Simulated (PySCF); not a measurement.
## ¹⁷O chemical shifts

- σ from GIAO-PBE0/pcSseg-1
- coordinates at the GFN2-xTB level
- program: PySCF 2.14
- a single conformation, non-relativistic, gas phase, equivalent nuclei averaged

Shieldings were converted by a linear fit to measured shifts: ¹⁷O (scatter 10.7 ppm rms, 12.2 ppm with the 3 outliers that the fit left out vs liquid water, solution or neat liquid). A few per cent of atoms miss by over 2 rms, more outside the fitted compound classes.

Problem. Give the ¹⁷O shifts of `C[Si@@](O)(S)C=O`, `CO[C@@H](F)[C@@H](C)O[SiH3]`, `CCO[P@](=O)(OC)O[SiH3]`, `CCO[C@H](CF)O[SiH3]`, `O=C(O)CS[SiH3]`, `C1=CCCC(c2ccco2)=C1`, `CCO[C@@](F)([SiH3])OC`.

Solution. 
```json
{"compound": "[CH3:1][Si@@:2]([OH:3])([SH:4])[CH:5]=[O:6]", "environment": "O6: carbonyl oxygen", "δ (ppm)": "794.3"}
{"compound": "[CH3:1][Si@@:2]([OH:3])([SH:4])[CH:5]=[O:6]", "environment": "O3: oxygen bonded to Si, H", "δ (ppm)": "-3.1"}
{"compound": "[CH3:1][O:2][C@@H:3]([F:4])[C@@H:5]([CH3:6])[O:7][SiH3:8]", "environment": "O2: ether oxygen", "δ (ppm)": "33.1"}
{"compound": "[CH3:1][O:2][C@@H:3]([F:4])[C@@H:5]([CH3:6])[O:7][SiH3:8]", "environment": "O7: oxygen bonded to C, Si", "δ (ppm)": "-23.0"}
{"compound": "[CH3:1][CH2:2][O:3][P@:4](=[O:5])([O:6][CH3:7])[O:8][SiH3:9]", "environment": "O5: P=O oxygen", "δ (ppm)": "84.9"}
{"compound": "[CH3:1][CH2:2][O:3][P@:4](=[O:5])([O:6][CH3:7])[O:8][SiH3:9]", "environment": "O3: oxygen bonded to C, P", "δ (ppm)": "51.0"}
{"compound": "[CH3:1][CH2:2][O:3][P@:4](=[O:5])([O:6][CH3:7])[O:8][SiH3:9]", "environment": "O6: oxygen bonded to C, P", "δ (ppm)": "38.9"}
{"compound": "[CH3:1][CH2:2][O:3][P@:4](=[O:5])([O:6][CH3:7])[O:8][SiH3:9]", "environment": "O8: oxygen bonded to P, Si", "δ (ppm)": "38.1"}
{"compound": "[CH3:1][CH2:2][O:3][C@H:4]([CH2:5][F:6])[O:7][SiH3:8]", "environment": "O3: ether oxygen", "δ (ppm)": "52.5"}
{"compound": "[CH3:1][CH2:2][O:3][C@H:4]([CH2:5][F:6])[O:7][SiH3:8]", "environment": "O7: oxygen bonded to C, Si", "δ (ppm)": "11.6"}
{"compound": "[O:1]=[C:2]([OH:3])[CH2:4][S:5][SiH3:6]", "environment": "O1: carbonyl oxygen", "δ (ppm)": "347.4"}
{"compound": "[O:1]=[C:2]([OH:3])[CH2:4][S:5][SiH3:6]", "environment": "O3: acid hydroxyl oxygen", "δ (ppm)": "154.4"}
{"compound": "C1=CCCC(c2ccco2)=C1", "environment": "aromatic ring oxygen", "δ (ppm)": "224.6"}
{"compound": "[CH3:1][CH2:2][O:3][C@@:4]([F:5])([SiH3:6])[O:7][CH3:8]", "environment": "O3: ether oxygen", "δ (ppm)": "77.5"}
{"compound": "[CH3:1][CH2:2][O:3][C@@:4]([F:5])([SiH3:6])[O:7][CH3:8]", "environment": "O7: ether oxygen", "δ (ppm)": "51.3"}
```

In solution the two oxygens of a carboxylic acid give one averaged line by proton exchange, and hydrogen bonding shields acid and N–H amide carbonyl oxygens by tens of ppm; neither is in these numbers.
